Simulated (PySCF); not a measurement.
Run record: geometry optimisation, `Bc1ccc(B(F)F)cc1`.

Computed with PBE0-D3(BJ)/def2-SVP geometry optimisation, gas phase (PySCF 2.14.0). Start geometry: GFN2-xTB. The input is one job of a driver script: a line of settings, then coordinates in Å.

Command:
```bash
OMP_NUM_THREADS=1 python probes_run.py task.json out
```

Input:
```
{"job": {"xc": "PBE0", "basis": "def2-SVP", "d3": "d3bj", "grid": 1, "shake": 0.01, "kind": "geom"}, "charge": 0, "multiplicity": 1}
B      3.002340    -0.213440    -0.093200
C      1.430700    -0.094200    -0.048110
C      0.737770     1.051490    -0.502490
C     -0.584590     1.145810    -0.456650
C     -1.396800     0.081480     0.031640
B     -2.947350     0.189870     0.089870
F     -3.604310     1.242660    -0.322430
F     -3.696040    -0.779250     0.550060
C     -0.728350    -1.051750     0.513580
C      0.646850    -1.142780     0.459420
H      3.601300     0.701020    -0.507900
H      3.524820    -1.152970     0.289140
H      1.303430     1.894540    -0.888720
H     -1.132390     2.038100    -0.797910
H     -1.313720    -1.890950     0.881730
H      1.137300    -2.021990     0.812710
```

Task: What does the run print?

Result: 
```
step   0  E = -480.86615786  max force = 0.081384
step   1  E = -480.87536041  max force = 0.017840
step   2  E = -480.87570053  max force = 0.004947
step   3  E = -480.87577718  max force = 0.002747
step   4  E = -480.87579621  max force = 0.001642
step   5  E = -480.87582019  max force = 0.001386
step   6  E = -480.87583428  max force = 0.000347
optimisation converged
```

Energies in Eh; «max force» is the largest Cartesian gradient component in Eh/bohr.

Task: How much energy does the optimisation release, in kJ/mol?

Result: E(step 0) − E(last step) = 0.009676 Eh, which is 25.4 kJ/mol.

Task: Give the first gradient maximum in eV/Å.

Result: With 1 Eh/bohr = 51.422 eV/Å, 4.185 eV/Å.

In short: final energy -480.87583 Eh after 6 steps; dipole 0.56 D.

Task: Where do the atoms end?

Result: 0.030 Å rms from the input after alignment:
```
atom  x, y, z in Å
B1     2.9174    0.0376    0.0164
C2     1.3768    0.1401    0.0842
C3     0.7021    1.2891   -0.3763
C4    -0.6832    1.3816   -0.3173
C5    -1.4441    0.3241    0.2082
B6    -2.9932    0.4225    0.2738
F7    -3.6382    1.4854   -0.1729
F8    -3.7232   -0.5564    0.7780
C9    -0.7841   -0.8255    0.6731
C10    0.6013   -0.9134    0.6095
H11    3.5686    0.9522   -0.4331
H12    3.4786   -0.9578    0.4120
H13    1.2859    2.1177   -0.7861
H14   -1.1899    2.2797   -0.6798
H15   -1.3694   -1.6522    1.0837
H16    1.1061   -1.8131    0.9712
```

Task: How long does this job take on one thread of an Arm Neoverse N1, shared host? And the peak memory of the process?

Result: About 2.3 min, with 0.69 GiB resident at the peak, the Python interpreter and its libraries included.
Labels such as C1 count atoms from 1, the log's own numbers from 0.
